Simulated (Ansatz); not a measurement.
`[NH2][AlH][GeH2][F]`, relaxed with RKS PBE0-D4/def2-TZVP in Ansatz from a PBE-D4/def2-SVP geometry. The force threshold is 0.005 eV/Å; the program also tests the step.

Charge 0, multiplicity 1.

Start:

```xyz
9

N     0.513   -1.704    0.402
Al   -0.635   -0.444    0.914
Ge   -0.213    1.486   -0.595
F     1.089    0.755   -1.587
H     1.151   -1.515   -0.379
H     0.656   -2.646    0.773
H    -1.663   -0.654    2.114
H     0.408    2.799   -0.019
H    -1.306    1.924   -1.622
```

```json
{"step": "1", "energy (eV)": "-67392.9774", "largest force (eV/Å)": "0.584", "largest move (Å)": "0.000"}
{"step": "2", "energy (eV)": "-67393.0009", "largest force (eV/Å)": "0.632", "largest move (Å)": "0.195"}
{"step": "3", "energy (eV)": "-67393.0091", "largest force (eV/Å)": "0.598", "largest move (Å)": "0.060"}
{"step": "4", "energy (eV)": "-67393.0157", "largest force (eV/Å)": "0.457", "largest move (Å)": "0.067"}
{"step": "5", "energy (eV)": "-67393.0188", "largest force (eV/Å)": "0.331", "largest move (Å)": "0.040"}
{"step": "6 (rejected)", "energy (eV)": "-67393.0161", "largest force (eV/Å)": "0.180", "largest move (Å)": "0.045"}
{"step": "7", "energy (eV)": "-67393.0218", "largest force (eV/Å)": "0.134", "largest move (Å)": "0.022"}
{"step": "8", "energy (eV)": "-67393.0226", "largest force (eV/Å)": "0.028", "largest move (Å)": "0.025"}
{"step": "9 (rejected)", "energy (eV)": "-67393.0226", "largest force (eV/Å)": "0.025", "largest move (Å)": "0.001"}
{"step": "10", "energy (eV)": "-67393.0226", "largest force (eV/Å)": "0.018", "largest move (Å)": "0.001"}
{"step": "11", "energy (eV)": "-67393.0227", "largest force (eV/Å)": "0.020", "largest move (Å)": "0.012"}
{"step": "12", "energy (eV)": "-67393.0227", "largest force (eV/Å)": "0.020", "largest move (Å)": "0.009"}
{"step": "13", "energy (eV)": "-67393.0227", "largest force (eV/Å)": "0.002", "largest move (Å)": "0.002"}
```

End:

```xyz
9

N     0.522   -1.793    0.437
Al   -0.554   -0.459    0.840
Ge   -0.201    1.518   -0.625
F     1.089    1.006   -1.716
H     1.199   -1.742   -0.309
H     0.561   -2.690    0.892
H    -1.601   -0.584    2.020
H     0.339    2.811    0.026
H    -1.355    1.934   -1.565
```

Run time 28 s (4 threads of a server CPU on a shared host); peak host memory 0.49 GiB.
